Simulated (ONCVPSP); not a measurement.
Which change was made? (W, ONCV)

W, optimised norm-conserving Vanderbilt (ONCV), made with ONCVPSP 4.0.1 (PBE, scalar-relativistic). Core [Kr] 4d10, reference 4f14 5s2 5p6 5d4 6s2. Waves: 5s+6s: rc 1.90 bohr, ncon 4, nbas 8, qcut 5.3 1/bohr, 2 projectors; 5p: rc 1.85 bohr, ncon 4, nbas 8, qcut 6.8 1/bohr, 2 projectors, debl 1.5 Ha; 5d: rc 2.35 bohr, ncon 3, nbas 8, qcut 8.1 1/bohr, 1 projector; 4f: rc 0.80 bohr, ncon 4, nbas 8, qcut 18.4 1/bohr, 2 projectors, debl 1.2 Ha. Local part: polynomial inside 0.70 bohr (lpopt 5, dvloc0 6 Ha). Core correction: none.

In the p channel the program set the typed energies aside and used -1.588, 0.250 Ha. In the f channel the program set the typed energies aside and used -1.220, 0.250 Ha.

Cutoffs, loose and tight: the cutoffs (Ha) at which the residual kinetic energy of the hardest occupied pseudo-wave falls to 1 and 0.1 mHa per electron. They do not see the model core or the augmentation charge, which bear on the density cutoff. Test errors are all-electron minus pseudo excitation energies from the reference, over the configurations 4f14 5s2 5p6 5d4 6s1; 4f14 5s2 5p6 5d4 6s0; 4f14 5s2 5p6 5d3 6s0; 4f13 5s2 5p6 5d5 6s1; variants that change the core or the reference have their own tests.

The base gives: outcome: generated, projector energies reset by the program; cutoff, loose: 202 Ha; cutoff, tight: 424 Ha; bound ghosts: s, p; GHOST(+) flags above zero: none; largest test error (meV): +143.

(1) After one change the result is: outcome: failed: ERROR pspot: first pseudo wave function has node, program will stop. Which change was it?
A. s: qcut 6.7; p: qcut 8.7; d: qcut 10.3; f: qcut 23.4
B. s: qcut 7.2; p: qcut 9.3; d: qcut 11; f: qcut 25.1
C. s: qcut 3.9; p: qcut 5; d: qcut 6; f: qcut 13.6
D. s: qcut 6.2; p: qcut 8; d: qcut 9.5; f: qcut 21.7

## Answers

(1) A. The others give: s: qcut 6.2; p: qcut 8; d: qcut 9.5; f: qcut 21.7 → outcome: generated, projector energies reset by the program; cutoff, loose: 204 Ha; cutoff, tight: 221 Ha; bound ghosts: s, p; GHOST(+) flags above zero: none; largest test error (meV): -15 | s: qcut 3.9; p: qcut 5; d: qcut 6; f: qcut 13.6 → outcome: generated, projector energies reset by the program; cutoff, loose: 512 Ha; cutoff, tight: 714 Ha; bound ghosts: s, p; GHOST(+) flags above zero: f; largest test error (meV): +137 | s: qcut 7.2; p: qcut 9.3; d: qcut 11; f: qcut 25.1 → outcome: generated, projector energies reset by the program; cutoff, loose: 239 Ha; cutoff, tight: 264 Ha; bound ghosts: s; GHOST(+) flags above zero: p; largest test error (meV): -24.
